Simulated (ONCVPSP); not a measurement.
## xenon: one change to an ONCV potential, before and after

```json
{
 "Element": "Xe (Z = 54)",
 "Generator": "ONCVPSP 4.0.1",
 "Type": "optimised norm-conserving Vanderbilt (ONCV)",
 "Functional": "LDA (Perdew-Wang 92)",
 "Relativity": "scalar-relativistic",
 "Frozen core": "[Kr]",
 "Valence charge": "18",
 "Reference configuration": "4d10 5s2 5p6",
 "Partial waves": "5s: rc 1.40 bohr, ncon 4, nbas 9, qcut 3.7 1/bohr, 2 projectors, debl 2.8 Ha; 5p: rc 1.95 bohr, ncon 4, nbas 8, qcut 4.4 1/bohr, 3 projectors, debl 0.4 Ha; 4d: rc 1.00 bohr, ncon 5, nbas 9, qcut 13 1/bohr, 2 projectors, debl 2.9 Ha",
 "Local potential": "polynomial inside 0.95 bohr (lpopt 5, dvloc0 4 Ha)",
 "Core correction": "Teter function, fcfact 4, rcfact 1.55"
}
```

Change: p: rc 2.6.

Cutoffs: the cutoffs (Ha) at which the residual kinetic energy of the hardest occupied pseudo-wave falls to 1 and 0.1 mHa per electron; they do not see the model core or the augmentation charge, which bear on the density cutoff. Errors are all-electron minus pseudo energies relative to the spin-unpolarised reference configuration.

**Question.** How do hardness, ghosts and transferability respond?

**Answer.** The potential gets neither clearly harder nor softer (62 Ha and 121 Ha → 62 Ha and 121 Ha); the bound ghosts move from p, s to s; of the 4 tests that both files solve, the error grows in 4 and shrinks in 0 by more than 15 % and 0.3 meV (median size 3.7 → 15.1 meV). More of the atom is replaced by a form fitted at one configuration, so other configurations suffer.

```tsv
quantity	base	changed
cutoff, loose	62 Ha	62 Ha
cutoff, tight	121 Ha	121 Ha
loose cutoff by channel	s 62 Ha, p 9.1 Ha, d 62 Ha	s 62 Ha, p 5.8 Ha, d 62 Ha
bound ghosts	s, p	s
GHOST(+) flags under 300 eV	p at 32.5 eV, s at 206.1 eV	p at 35.3 eV, s at 206.1 eV
error for 4d10 5s2 5p5, meV [ΔE 12.70 eV]	-3.3	-6.0
error for 4d10 5s2 5p4, meV [ΔE 34.64 eV]	-6.0	-24
error for 4d10 5s2 5p3, meV [ΔE 66.60 eV]	-4.1	-67
error for 4d10 5s2 5p5.5, meV [ΔE 5.25 eV]	-1.5	-2.0
s: phases at 1.42 bohr within 0.05 rad from the reference energy up to (Ha; the scan ends near 5)	to the end of the scan	to the end of the scan
d: phases at 1.02 bohr within 0.05 rad from the reference energy up to (Ha; the scan ends near 5)	to the end of the scan	to the end of the scan
rms error of d²Exc/dni dnj with the model core, mHa	0.47	0.49
```

 A true bound ghost makes a file unfit for plane-wave use even where its test errors are small: the radial tests pick states by their node count and pass the ghost by.
